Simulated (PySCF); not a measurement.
**B(2+): excitation energy**

B(2+) [He] 2s1 (2S) → B(2+) [He] 2p1 (2P), as a difference of total energies. Calculation: PySCF 2.14, in ANO-RCC-VTZP; scalar relativity by spin-free X2C-1e. Correlated levels: valence and next inner shell: nothing frozen. The calculations carry no spin-orbit coupling.

| method | excitation energy (eV) |
| --- | --- |
| UHF | 6.082 |
| MP2 (valence and next inner shell) | 6.043 |
| SCS-MP2 (valence and next inner shell) | 6.056 |
| CCSD (valence and next inner shell) | 6.038 |
| CCSD(T) (valence and next inner shell) | 6.038 |
| CCSDT (valence and next inner shell) | 6.038 |
| FCI (valence and next inner shell) | 6.038 |

Task: How much does correlation contribute at CCSD(T) (valence and next inner shell)?

Result: 6.038 − (6.082) = -0.044 eV, measured against UHF.

The basis was made for the ground configuration and has no added diffuse functions, so the excitation energy can come out too high.
